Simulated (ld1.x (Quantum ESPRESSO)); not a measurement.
Before and after: TM potential for Cr

```
Element                 : chromium (Cr)
Generator               : ld1.x (Quantum ESPRESSO) 7.5
Type                    : norm-conserving Troullier–Martins (Kleinman–Bylander form)
Functional              : PBE
Relativity              : fully relativistic
Frozen core             : [Ne] 3s2
Valence charge          : 12
Reference configuration : 3p6 3d5 4s1 4p0
Partial waves           : 4s (bound): rc 1.90 bohr; 3p (bound): rc 0.80 bohr; 3d (bound): rc 2.25 bohr
Local potential         : all-electron potential smoothed inside 2.05 bohr (lloc = -1)
Core correction         : none
```

Open shells are filled in proportion to 2j + 1 (rel_dist='average').

Change: all radii scaled by about 1.41 (s 2.68, p 1.14, d 3.18 bohr); local potential all-electron potential smoothed inside 2.90 bohr (lloc = -1).

Cutoffs: the cutoffs (Ry, on a coarse ladder) from which the occupation-weighted sum of valence levels, in a spherical-Bessel basis at the reference potential, stays within 10 and 1 mRy of its value at 400 Ry; they do not see the model core or the augmentation charge, which bear on the density cutoff. Errors are all-electron minus pseudo energies relative to the spin-unpolarised reference configuration.

**Question.** What does the change do?

**Answer.** The potential gets softer (110 Ry and 230 Ry → 80 Ry and 110 Ry); of the 7 tests that both files solve, the error grows in 6 and shrinks in 1 by more than 15 % and 0.3 meV (median size 48.1 → 127.5 meV); neither file shows a bound ghost at the reference potential, the only one tested. A larger radius leaves more room for a smooth pseudo-wave, so fewer plane waves are needed.

```csv
quantity,base,changed
"cutoff, loose",110 Ry,80 Ry
"cutoff, tight",230 Ry,110 Ry
loose cutoff by channel (10 mRy a level),"s 6 Ry, p 70 Ry, d 45 Ry","s 6 Ry, p 45 Ry, d 30 Ry"
bound ghosts,none,none
"error for 3p6 3d5 4s0 4p0, meV [ΔE 6.90 eV]",+6.1,-2.8
"error for 3p6 3d4 4s0 4p0, meV [ΔE 22.95 eV]",-3.0,-10
"error for 3p6 3d3 4s0 4p0, meV [ΔE 53.70 eV]",+224,+1082
"error for 3p6 3d4 4s1 4p0, meV [ΔE 7.99 eV]",+95,+127
"error for 3p6 3d4 4s1 4p1, meV [ΔE 3.51 eV]",-48,-261
"error for 3p6 3d6 4s0 4p0, meV [ΔE 1.73 eV]",-2.1,+47
"error for 3p5 3d5 4s1 4p0, meV [ΔE 51.52 eV]",-154,-1106
```

Base: These tests converged, but a pseudo level misses the all-electron one widely, so the file describes the atom poorly there or has found another state: 3p6 3d3 4s0 4p0: empty 4s by 4.3 eV (a node warning on the way).
